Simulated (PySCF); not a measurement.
Species: B2Cl2F2H2Si.
Cartesian coordinates in Å at the PBE0-D3(BJ)/def2-SVP level; atoms count from 1:
```xyz
9
B2Cl2F2H2Si angstrom
F     -2.122    1.014   -0.840
B     -1.450   -0.040   -0.418
F     -1.772   -1.201   -0.956
Si     0.066    0.125    0.929
B      1.716    0.399   -0.209
Cl     2.211    2.008   -0.677
Cl     2.606   -0.969   -0.832
H     -0.167    1.299    1.823
H      0.177   -1.131    1.730
```

Method: PBE0-D3(BJ)/def2-SVP geometry optimisation, gas phase in PySCF.

Masses are those of the commonest isotopes; rigid-rotor values at the optimised geometry. The values belong to one conformer with, in the numbering `[F:1][B:2]([F:3])[SiH2:4][B:5]([Cl:6])[Cl:7]`, F1–B2–Si4–B5 -90°, B2–Si4–B5–Cl6 89°.

(1) Give the principal moments of inertia and the rotational constants in MHz.

(2) What kind of rotor is it?

(3) Is it planar, by Δ = Ic − Ia − Ib?

(4) Give the other two planar moments, Paa and Pbb, and the rms extents of the mass along the axes.

(5) Predict some low-J microwave lines.

(6) Estimate the classical rotational partition function at 25 K, 298.15 K and 500 K.

Answers

(1) Ia = 286.12, Ib = 632.56, Ic = 764.63 u·Å²; 505379 MHz·u·Å²/I gives A = 1766, B = 798.9, C = 660.9 MHz.

(2) An asymmetric top; Ray's κ = -0.750.

(3) Not planar: Δ = Ic − Ia − Ib = -154.05 u·Å². For a rigid frame Δ = −2 Σ m c², so Σ m c² = 77.03 u·Å² lies off the ab plane: 9.36 from hydrogen and 67.67 from heavier atoms. The atom farthest from that plane is 2.18 Å away.

(4) Paa = Σ m a² = (Ib + Ic − Ia)/2 = 555.54 and Pbb = Σ m b² = (Ia + Ic − Ib)/2 = 209.10 u·Å². With the mass M = 159.95 u, the rms extents √(P/M) along a, b and c are 1.86, 1.14, 0.69 Å.

(5) The dipole components are |μa| = 0.35 D, |μb| = 0.00 D, |μc| = 0.74 D; the mirror of this Cs structure is the ac plane, so μb vanishes by symmetry (the 0.02 D computed is a residue) and there are no b-type lines. Intensities carry the squares of the components, which stand as 0.23 : 1.00 (a : c). Some of the stronger lines:

| type | branch | J(Ka,Kc) | MHz | lower level (cm⁻¹) |
| --- | --- | --- | --- | --- |
| a | Q | 2(1,1) ← 2(1,2) | 414 | 0.174 |
| c | Q | 2(1,2) ← 2(0,2) | 843 | 0.146 |
| c | Q | 1(1,1) ← 1(0,1) | 967 | 0.049 |
| a | R | 1(0,1) ← 0(0,0) | 1460 | 0.000 |
| c | R | 1(1,0) ← 0(0,0) | 2565 | 0.000 |
| a | R | 2(1,2) ← 1(1,1) | 2782 | 0.081 |
| c | Q | 2(2,1) ← 2(1,1) | 2902 | 0.188 |
| a | R | 2(0,2) ← 1(0,1) | 2906 | 0.049 |
| a | R | 2(1,1) ← 1(1,0) | 3058 | 0.086 |
| c | R | 2(1,1) ← 1(0,1) | 4163 | 0.049 |
| c | R | 2(2,0) ← 1(1,0) | 5974 | 0.086 |
| c | R | 2(2,1) ← 1(1,1) | 6098 | 0.081 |

(6) Point group Cs, symmetry number σ = 1; q = (√π/σ)·√((kT/h)³/(ABC)), k/h = 20836.6 MHz/K: 21800 at 25 K, 899000 at 298.15 K, 1950000 at 500 K.

No PBE0-D3(BJ)/def2-SVP frequencies stand behind this structure, so it isn't proved a minimum. Constants of a rigid frame at the computed geometry: no zero-point averaging, no centrifugal distortion. Quadrupole hyperfine structure (11B, 35Cl) is left out.
